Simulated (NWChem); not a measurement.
Program: NWChem. System: CCl$_{2}$, charge 0, spin multiplicity 1, at a geometry optimised with B3LYP/def2-SVP. The structure started from a generated list of species. Level: G0W0@PBE0/def2-SVP, RI basis def2-svp-rifit.

Input file:

```
start mol
memory heap 200 mb stack 700 mb global 1700 mb
geometry units angstroms nocenter noautoz
  Cl     1.416657     0.000000    -0.150404
  C      0.000000     0.000000     0.852289
  Cl    -1.416657     0.000000    -0.150404
  symmetry group C2v
end
basis spherical
  * library def2-svp
end
basis "ri basis" bse spherical
  * library def2-svp-rifit
end
dft
  xc pbe0
  iterations 100
  direct
  tolerances tight
end
task dft energy
gw
  states alpha occ 4 vir 2
end
task dft gw
```

NWChem printed:

```
             Northwest Computational Chemistry Package (NWChem) 7.3.0
             --------------------------------------------------------

                                NWChem Input Module
                                -------------------

 Scaling coordinates for geometry "geometry" by  1.889725989
 (inverse scale =  0.529177249)

 Turning off AUTOSYM since
 SYMMETRY directive was detected!

                             Geometry "geometry" -> ""
                             -------------------------

 Output coordinates in angstroms (scale by  1.889725989 to convert to a.u.)

  No.       Tag          Charge          X              Y              Z
 ---- ---------------- ---------- -------------- -------------- --------------
    1 Cl                  17.0000     1.41665700     0.00000000    -0.15040400
    2 C                    6.0000     0.00000000     0.00000000     0.85228900
    3 Cl                  17.0000    -1.41665700     0.00000000    -0.15040400

 Effective nuclear repulsion energy (a.u.)     116.1751720533

            Nuclear Dipole moment (a.u.)
            ----------------------------
        X                 Y               Z
 ---------------- ---------------- ----------------
     0.0000000000     0.0000000000    -0.0000037795

      Symmetry information
      --------------------

 Group name             C2v
 Group number             16
 Group order               4
 No. of unique centers     2

      Symmetry unique atoms

     1    2


 Summary of "ao basis" -> "" (spherical)
 ------------------------------------------------------------------------------
       Tag                 Description            Shells   Functions and Types
 ---------------- ------------------------------  ------  ---------------------
 *                          def2-svp                  on all atoms

 new library libraries.bse/

 Summary of "ri basis" -> "" (spherical)
 ------------------------------------------------------------------------------
       Tag                 Description            Shells   Functions and Types
 ---------------- ------------------------------  ------  ---------------------
 *                       def2-svp-rifit               on all atoms

                                 NWChem DFT Module
                                 -----------------

 Summary of "ao basis" -> "ao basis" (spherical)
 ------------------------------------------------------------------------------
       Tag                 Description            Shells   Functions and Types
 ---------------- ------------------------------  ------  ---------------------
 Cl                         def2-svp                 8       18   4s3p1d
 C                          def2-svp                 6       14   3s2p1d

 Summary of "ao basis" -> "ao basis" (spherical)
 ------------------------------------------------------------------------------
       Tag                 Description            Shells   Functions and Types
 ---------------- ------------------------------  ------  ---------------------
 Cl                         def2-svp                 8       18   4s3p1d
 C                          def2-svp                 6       14   3s2p1d

      Symmetry analysis of basis
      --------------------------

        a1         20
        a2          6
        b1         16
        b2          8

            General Information
            -------------------
          SCF calculation type: DFT
          Wavefunction type:  closed shell.
          No. of atoms     :     3
[...]
  ----- ------------  ---------------      ----- ------------  ---------------
    21      0.446533  2 C  s                 24      0.394091  2 C  pz
    13     -0.352673  1 Cl pz                45     -0.352673  3 Cl pz
    20      0.341260  2 C  s                 10     -0.245408  1 Cl pz
    42     -0.245408  3 Cl pz                27      0.212455  2 C  pz
    19     -0.148364  2 C  s                  7     -0.138486  1 Cl pz

 Vector   21  Occ=0.000000D+00  E=-1.215722D-01  Symmetry=b2
              MO Center= -4.4D-15,  2.3D-15,  5.7D-01, r^2= 2.0D+00
   Bfn.  Coefficient  Atom+Function         Bfn.  Coefficient  Atom+Function
  ----- ------------  ---------------      ----- ------------  ---------------
    23      0.582492  2 C  py                26      0.518194  2 C  py
    12     -0.332241  1 Cl py                44     -0.332241  3 Cl py
     9     -0.192550  1 Cl py                41     -0.192550  3 Cl py
     6     -0.109725  1 Cl py                38     -0.109725  3 Cl py
    14     -0.053070  1 Cl d -2              46      0.053070  3 Cl d -2

 Vector   22  Occ=0.000000D+00  E= 2.351397D-02  Symmetry=a1
              MO Center= -3.3D-14, -1.1D-15,  1.9D-01, r^2= 2.6D+00
   Bfn.  Coefficient  Atom+Function         Bfn.  Coefficient  Atom+Function
  ----- ------------  ---------------      ----- ------------  ---------------
    21      0.753057  2 C  s                 27     -0.706286  2 C  pz
    11      0.628269  1 Cl px                43     -0.628269  3 Cl px
     4     -0.520419  1 Cl s                 36     -0.520419  3 Cl s
    24     -0.503868  2 C  pz                20      0.489074  2 C  s
    13     -0.257955  1 Cl pz                45     -0.257955  3 Cl pz

 Vector   23  Occ=0.000000D+00  E= 7.400513D-02  Symmetry=b1
              MO Center=  8.2D-15, -7.0D-17,  4.4D-01, r^2= 2.6D+00
   Bfn.  Coefficient  Atom+Function         Bfn.  Coefficient  Atom+Function
  ----- ------------  ---------------      ----- ------------  ---------------
    25      0.880423  2 C  px                22      0.636304  2 C  px
    13     -0.468368  1 Cl pz                45      0.468368  3 Cl pz
     4     -0.439716  1 Cl s                 36      0.439716  3 Cl s
    11      0.412387  1 Cl px                43      0.412387  3 Cl px
     3     -0.203838  1 Cl s                 35      0.203838  3 Cl s

 center of mass
 --------------
 x =   0.00000000 y =   0.00000000 z =  -0.00672151

 moments of inertia (a.u.)
 ------------------
          36.774134523479           0.000000000000           0.000000000000
           0.000000000000         538.005732230373           0.000000000000
           0.000000000000           0.000000000000         501.231597706895

     Multipole analysis of the density
     ---------------------------------

     L   x y z        total         alpha         beta         nuclear
     -   - - -        -----         -----         ----         -------
     0   0 0 0     -0.000000    -20.000000    -20.000000     40.000000

     1   1 0 0     -0.000000     -0.000000     -0.000000      0.000000
     1   0 1 0     -0.000000     -0.000000     -0.000000      0.000000
     1   0 0 1     -0.523152     -0.261574     -0.261574     -0.000004

     2   2 0 0    -21.377035   -132.524625   -132.524625    243.672216
     2   1 1 0      0.000000      0.000000      0.000000      0.000000
     2   1 0 1     -0.000000     -0.000000     -0.000000      0.000000
     2   0 2 0    -21.812687    -10.906344    -10.906344      0.000000
     2   0 1 1     -0.000000     -0.000000     -0.000000      0.000000
     2   0 0 2    -24.604376    -21.457514    -21.457514     18.310652

 Task  times  cpu:        1.5s     wall:        1.5s

                                NWChem Input Module
                                -------------------

                                 NWChem GW Module
                                 ----------------

                             ***********************
                             ***        GW       ***
                             ***********************

 Summary of "ri basis" -> "ri basis" (spherical)
 ------------------------------------------------------------------------------
       Tag                 Description            Shells   Functions and Types
 ---------------- ------------------------------  ------  ---------------------
 Cl                      def2-svp-rifit             20       62   8s5p5d2f
 C                       def2-svp-rifit             16       48   6s5p4d1f

                 Memory Information
                 ------------------
          Available GA per process is          1700.0 MBs
          Available stack per process is        700.0 MBs
          Available heap per process is           0.0 MBs

          Peak memory in Initialization
              Peak GA per process is                  1.6 MBs
              Peak stack per process is               0.0 MBs
              Peak heap per process is                1.8 MBs
              Memory not in MA per process            0.0 MBs

          Peak memory in AFF Calculation
              Peak GA per process is                  4.9 MBs
              Peak stack per process is               2.7 MBs
              Peak heap per process is                0.0 MBs
              Memory not in MA per process            2.7 MBs

          Computing 2-center integrals
          Computing Inverse Cholesky factor
          Computing 3-center integrals
          Computing V_xc ...

          Computing Sigma_x
          Computing RPA polarizability
          Solving quasiparticle equations

                  Alpha Orbitals
          State     Energy (eV)     Error (eV)
          -----------------------------------
@GW        17        -13.361           0.004
@GW        18        -11.671           0.004
@GW        19        -11.245           0.004
@GW        20         -9.346           0.004
@GW        21         -0.438           0.002
@GW        22          3.995           0.002

   Applying  -1.9075 eV scissor-shift to rest of particle states

   Applying   2.8701 eV scissor-shift to rest of hole states

     GW Timing Statistics
   ------------------------
   Init.   :          0.1s
     ERIs  :          0.2s
     Distr.:          0.0s
     Vxc   :          0.2s
   Sigma_x :          0.0s
   RPA     :          0.1s
   Wmn     :          0.0s
   Sigma_c :          0.0s
   GW total:          0.5s

 Task  times  cpu:        0.5s     wall:        0.5s

 Total times  cpu:        2.1s     wall:        2.1s
```
